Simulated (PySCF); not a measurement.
Some computed properties have been withheld. Give your best values.

Compound: 1-indanone, C9H8O.
Atom-mapped SMILES: `[O:1]=[C:2]1[CH2:3][CH2:4][c:5]2[cH:6][cH:7][cH:8][cH:9][c:10]21` (hydrogens: H11, H12 on C3; H13, H14 on C4; H15 on C6; H16 on C7; H17 on C8; H18 on C9)

```csv
property,level,value
point group,PBE0-D3(BJ)/def2-SVP,Cs
"rotational constants A, B, C",PBE0-D3(BJ)/def2-SVP,?
dipole moment,CAM-B3LYP/def2-SVPD,?
HOMO energy,CAM-B3LYP/def2-SVPD,?
LUMO energy,CAM-B3LYP/def2-SVPD,-0.60 eV
lowest singlet excitation,TDDFT CAM-B3LYP/def2-SVPD,"3.96 eV (313 nm, f = 0.000)"
strongest line among the 10 lowest singlet transitions,TDDFT CAM-B3LYP/def2-SVPD,"S6 at 6.58 eV (188 nm, f = 0.459)"
lowest triplet excitation (Tamm–Dancoff),TDA CAM-B3LYP/def2-SVPD,3.52 eV
static isotropic polarisability,CAM-B3LYP/def2-SVPD,103.3 au
vertical ionisation energy,ΔSCF CAM-B3LYP/def2-SVPD,?
electronic spatial extent ⟨r²⟩ about the centre of nuclear charge,CAM-B3LYP/def2-SVPD,?
13C chemical shifts (computed TMS as zero) by class,GIAO KT3/pcSseg-1,"190.2 (C2), 146.9 (C5), 128.9 (C10), 127.0 (C7), 120.9 (C8), 120.8 (C6), 117.9 (C9), 35.7 (C3), 28.5 (C4) ppm"
1H chemical shifts (computed TMS as zero) by class,GIAO KT3/pcSseg-1,?
"isotropic shieldings of nuclei other than C and H, by class",GIAO KT3/pcSseg-1,?
```

The electronic properties come from PySCF, for the isolated species, density fitting. Isolated species at its PBE0-D3(BJ)/def2-SVP geometry, gas phase.

(1) What is the vertical ionisation energy?

(2) Give the isotropic shieldings of nuclei other than C and H, by class.

(3) Give the 1H chemical shifts (computed TMS as zero) by class.

(4) Give the dipole moment.

(5) The electronic spatial extent ⟨r²⟩ about the centre of nuclear charge?

(6) Give the rotational constants A, B, C.

(7) What is the HOMO energy?

## Answers

(1) 9.19 eV.

(2) -227 (O1) ppm.

(3) 7.70 (H18), 7.31 (H16), 7.24 (H15), 7.19 (H17), 2.95 (H13/H14), 2.40 (H11/H12) ppm.

(4) 3.77 D.

(5) 1325 bohr².

(6) 2.563, 1.267, 0.857 GHz.

(7) -8.65 eV.

The dipole matches unit charges of opposite sign 0.79 Å apart (1 e·Å = 4.8032 D). In wavenumbers S1 is 32000 cm⁻¹ (1 eV = 8065.54 cm⁻¹). The largest Löwdin shares of the LUMO are 0.17 on C2, 0.15 on O1, 0.14 on C7 and 0.11 on C9. The polarisability is 15.31 Å³ as a volume (1 au = 0.148185 Å³), or 1.48 au for each of the 70 electrons.
